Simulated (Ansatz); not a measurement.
Reaction (cleavage of the Si–B bond): `OB([SiH3])N[SiH3]` + `C1[SiH2][AsH]1` → `[SiH3][As]1C[SiH2]1` + `OBN[SiH3]`

Computed with Ansatz on PBE0-D4/def2-TZVP structures; ΔE is electronic, products minus reactants. CCSD(T)/CBS adds triple-zeta CCSD(T) − MP2 to the extrapolated MP2 energy (def2 sets, frozen cores). Functionals use def2-TZVPP. For As outer-core shells are correlated without core-valence functions, which leaves a few kJ/mol of doubt a bond. Scalar relativity is left out up to krypton. Each species was taken in one conformer, which may not be the lowest.

CCSD(T)/CBS gives -64.4 kJ/mol.

Another level gave -53.8 kJ/mol. Which?
A. HF/def2-TZVPP
B. SCS-MP2/def2-TZVPP
C. PBE/def2-TZVPP
D. MP2/def2-TZVPP

C. PBE -53.8, HF/def2-TZVPP -61.6, SCS-MP2/def2-TZVPP -67.1, MP2/def2-TZVPP -71.8 kJ/mol.

Largest T1 diagnostic among the species: 0.013.

The D4 term adds −4.7 kJ/mol with B3LYP and −2.3 kJ/mol with PBE0; it sums over pairs of atoms, weighted by their polarisabilities, and B3LYP, whose exchange is more repulsive, gets the larger term. From PBE to PBE0 (25 % exact exchange), in def2-TZVPP and without D4, ΔE moves by −4.4 kJ/mol.

B3LYP here is the variant with VWN-RPA as its local correlation; programs differ in this.
